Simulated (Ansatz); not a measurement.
Worked example: BH(CH3)F + GaH2(NH2) → BH(CH3)(NH2) + GaH2F

Species: BH(CH3)F, singlet; GaH2(NH2), singlet; BH(CH3)(NH2), singlet; GaH2F `[F][GaH2]`, singlet. The partners trade F for NH2: B–F and Ga–NH2 bonds give way to B–NH2 and Ga–F.

Shapes, held fixed at every level: PBE0-D4/def2-TZVP. Programs: Ansatz 0.2.0. The zero-point and thermal change to 298 K, harmonic and unscaled (PBE0-D4/def2-TZVP), is +3.5 kJ/mol.

At CCSD(T)/def2-TZVPP; 1 Eh = 2625.50 kJ/mol:

| species | energy (Eh) |
| --- | --- |
| BH(CH3)F | -165.020949 |
| GaH2(NH2) | -1980.546097 |
| BH(CH3)(NH2) | -121.148095 |
| GaH2F | -2024.431262 |

Problem. Work out ΔH(298 K) of the reaction at this level.

Solution. 
1. Products less reactants: (-121.148095) + (-2024.431262) − [(-165.020949) + (-1980.546097)] = -0.012311 Eh = -32.3 kJ/mol.
2. With the thermal change: -32.3 + (+3.5) = -28.8 kJ/mol.

Other levels give -33.5 (CCSD(T)/def2-SVP) to -28.6 kJ/mol (CCSD/def2-TZVPP). No measured value is set beside it here. Relativity is left out for Ga unless named. Correlated rows may include outer-core shells of Ga, which these sets cover unevenly.
